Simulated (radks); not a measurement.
Neutral bismuth inside a hard spherical wall (all orbitals vanish at R), configuration held at [Hg] 6p3 and not refilled when levels cross. Method: scalar-relativistic Kohn-Sham, LDA (Slater exchange, Perdew-Wang correlation), spin-unpolarised, spherical densities, point nucleus; computed with a radial shooting solver on a logarithmic mesh with Libxc functionals. Eigenvalues in eV, with the zero of energy where the potential of the charges vanishes at infinity; a dash marks a level that is unbound or too diffuse for the functional's potential to be trusted. A positive occupied level is held by the wall or, in an anion where self-interaction has pushed it up, behind a barrier. The pressure on the wall is -dE/dV.

| R (bohr) | E (hartree) | kinetic (hartree) | e(5p) | e(5d) | e(6s) | e(6p) | e(7s, empty) | e(6d, empty) | pressure (GPa) |
|---|---|---|---|---|---|---|---|---|---|
| free | -21519.3112 | 24412.353 | -95.960 | -27.189 | -14.758 | -4.769 | -0.652 | - | 0 |
| 15 | -21519.3112 | 24412.353 | -95.960 | -27.188 | -14.758 | -4.768 | -0.600 | 0.947 | < 0.0001 |
| 10 | -21519.3108 | 24412.357 | -95.919 | -27.148 | -14.723 | -4.735 | -0.057 | 1.764 | 0.0128 |
| 8 | -21519.3065 | 24412.391 | -95.696 | -26.929 | -14.534 | -4.547 | 1.183 | 2.874 | 0.201 |
| 5 | -21519.1467 | 24413.234 | -92.728 | -24.061 | -12.114 | -1.474 | 13.307 | 10.664 | 19.3 |
| 4 | -21518.6942 | 24415.290 | -88.561 | -20.142 | -8.282 | 4.013 | 31.590 | 21.230 | 127 |
| 3.5 | -21518.0278 | 24418.143 | -84.413 | -16.295 | -3.814 | 10.401 | 51.022 | 32.292 | 375 |
| 3 | -21516.4270 | 24424.736 | -77.130 | -9.493 | 5.389 | 23.205 | 86.634 | 52.576 | 1290 |
| 2.5 | -21512.0683 | 24441.867 | -63.285 | 4.100 | 27.019 | 52.057 | 158.21 | 93.624 | 5360 |
| 2 | -21498.0604 | 24493.114 | -34.170 | 35.910 | 86.950 | 127.07 | 321.37 | 188.11 | 29100 |
| 1.5 | -21441.6362 | 24677.652 | 43.976 | 129.73 | 287.78 | 357.98 | 766.83 | 448.35 | 233000 |
